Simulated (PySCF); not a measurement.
**How the functional moves excitation energies**

Species: C4HBF2.
Atom-mapped SMILES: `[CH:1]#[C:2][C:3]#[C:4][B:5]([F:6])[F:7]` (hydrogens: H8 on C1)

Linear-response calculations in the def2-SVPD basis (PySCF; singlets by full response, triplets Tamm–Dancoff, core orbitals frozen in the response; HF means time-dependent Hartree–Fock). 'Strongest' is the level of largest summed f among the singlets computed (10 roots, of which the last may lack a degenerate partner); it can jump between rows when another state enters that window. S1 is the lowest singlet of each run and needn't be the same state throughout; f(S1) is that of one state. Geometry: PBE0-D3(BJ)/def2-SVP; no solvent, vibrations or thermal averaging.

```json
{"functional": "LDA", "kind": "LDA", "S1 (eV)": "3.78", "f(S1)": "0.000", "strongest (eV)": "6.69", "T1 (eV)": "3.44", "HOMO (eV)": "-7.17", "gap (eV)": "3.70", "ionisation energy, ΔSCF (eV)": "10.37"}
{"functional": "PBE", "kind": "GGA", "S1 (eV)": "3.81", "f(S1)": "0.000", "strongest (eV)": "6.70", "T1 (eV)": "3.32", "HOMO (eV)": "-6.96", "gap (eV)": "3.75", "ionisation energy, ΔSCF (eV)": "10.08"}
{"functional": "B3LYP", "kind": "global hybrid, 20% exact exchange", "S1 (eV)": "3.89", "f(S1)": "0.000", "strongest (eV)": "6.95", "T1 (eV)": "3.39", "HOMO (eV)": "-7.84", "gap (eV)": "5.29", "ionisation energy, ΔSCF (eV)": "10.20"}
{"functional": "PBE0", "kind": "global hybrid, 25% exact exchange", "S1 (eV)": "3.95", "f(S1)": "0.000", "strongest (eV)": "7.11", "T1 (eV)": "3.34", "HOMO (eV)": "-8.08", "gap (eV)": "5.71", "ionisation energy, ΔSCF (eV)": "10.21"}
{"functional": "BHandHLYP", "kind": "global hybrid, 50% exact exchange", "S1 (eV)": "3.93", "f(S1)": "0.000", "strongest (eV)": "7.53", "T1 (eV)": "3.37", "HOMO (eV)": "-9.04", "gap (eV)": "7.67", "ionisation energy, ΔSCF (eV)": "10.13"}
{"functional": "CAM-B3LYP", "kind": "range-separated hybrid", "S1 (eV)": "3.98", "f(S1)": "0.000", "strongest (eV)": "7.42", "T1 (eV)": "3.43", "HOMO (eV)": "-9.32", "gap (eV)": "8.05", "ionisation energy, ΔSCF (eV)": "10.28"}
{"functional": "wB97X-D", "kind": "range-separated hybrid", "S1 (eV)": "4.02", "f(S1)": "0.000", "strongest (eV)": "7.46", "T1 (eV)": "3.50", "HOMO (eV)": "-9.84", "gap (eV)": "9.23", "ionisation energy, ΔSCF (eV)": "10.23"}
{"functional": "LC-wPBE", "kind": "range-separated hybrid", "S1 (eV)": "4.12", "f(S1)": "0.000", "strongest (eV)": "7.78", "T1 (eV)": "3.41", "HOMO (eV)": "-10.66", "gap (eV)": "10.50", "ionisation energy, ΔSCF (eV)": "10.37"}
{"functional": "HF", "kind": "Hartree–Fock", "S1 (eV)": "3.68", "f(S1)": "0.000", "strongest (eV)": "8.14", "T1 (eV)": "3.00", "HOMO (eV)": "-10.50", "gap (eV)": "11.74", "ionisation energy, ΔSCF (eV)": "not settled"}
```

S1 runs from 3.68 eV (HF) to 4.12 eV (LC-wPBE), a spread of 0.44 eV, while the orbital gap spreads over 8.0 eV. −ε(HOMO) comes closest to its own ΔSCF ionisation energy with LC-wPBE (+0.29 eV) and misses most with LDA (-3.20 eV). 'Not settled' means that the ion's SCF failed to converge or may have ended in another state than the lowest.
